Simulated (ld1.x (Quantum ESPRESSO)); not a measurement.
**Transferability test, PAW potential for gallium (Ga)**

* Element: Ga
* Generator: ld1.x (Quantum ESPRESSO) 7.5
* Type: PAW
* Functional: PBE
* Relativity: scalar-relativistic
* Frozen core: [Ar]
* Valence charge: 13
* Reference configuration: 3d10 4s2 4p0 (charge +1)
* Partial waves: 4s (bound): rcut 1.45, rcutus 2.00 bohr; 4s channel at -0.15 Ry: rcut 1.45, rcutus 2.00 bohr; 4p (bound, empty): rcut 1.90, rcutus 2.30 bohr; 4p channel at 0.15 Ry: rcut 1.90, rcutus 2.30 bohr; 3d (bound): rcut 0.90, rcutus 1.15 bohr; 3d channel at -1.5 Ry: rcut 0.90, rcutus 1.15 bohr
* Local potential: all-electron potential smoothed inside 1.30 bohr (lloc = -1)
* Core correction: a·sin(br)/r model core inside 0.44 bohr
* Augmentation charge: BESSEL, radius 0.90 bohr

Energies are relative to the spin-unpolarised reference configuration 3d10 4s2 4p0; without spin polarisation the order of configurations can differ from experiment.

(1) Give the all-electron excitation energy and the error of the potential for: 3d10 4s2 4p1; 3d10 4s1 4p0; 3d10 4s0 4p0; 3d9 4s0 4p0; 3d10 4s1 4p2; 3d10 4s1 4p1; 3d10 4s2 4p0.5.

Results:

(1)

```json
{"valence configuration": "3d10 4s2 4p1", "charge": "0", "ΔE all-electron (eV)": "-5.688", "error AE − PS (meV)": "+1.8"}
{"valence configuration": "3d10 4s1 4p0", "charge": "+2", "ΔE all-electron (eV)": "21.128", "error AE − PS (meV)": "+3.2"}
{"valence configuration": "3d10 4s0 4p0", "charge": "+3", "ΔE all-electron (eV)": "52.400", "error AE − PS (meV)": "+14"}
{"valence configuration": "3d9 4s0 4p0", "charge": "+4", "ΔE all-electron (eV)": "116.277", "error AE − PS (meV)": "-392"}
{"valence configuration": "3d10 4s1 4p2", "charge": "0", "ΔE all-electron (eV)": "0.850", "error AE − PS (meV)": "+1.1"}
{"valence configuration": "3d10 4s1 4p1", "charge": "+1", "ΔE all-electron (eV)": "7.372", "error AE − PS (meV)": "-0.4"}
{"valence configuration": "3d10 4s2 4p0.5", "charge": "+0.5", "ΔE all-electron (eV)": "-3.658", "error AE − PS (meV)": "+0.9"}
```
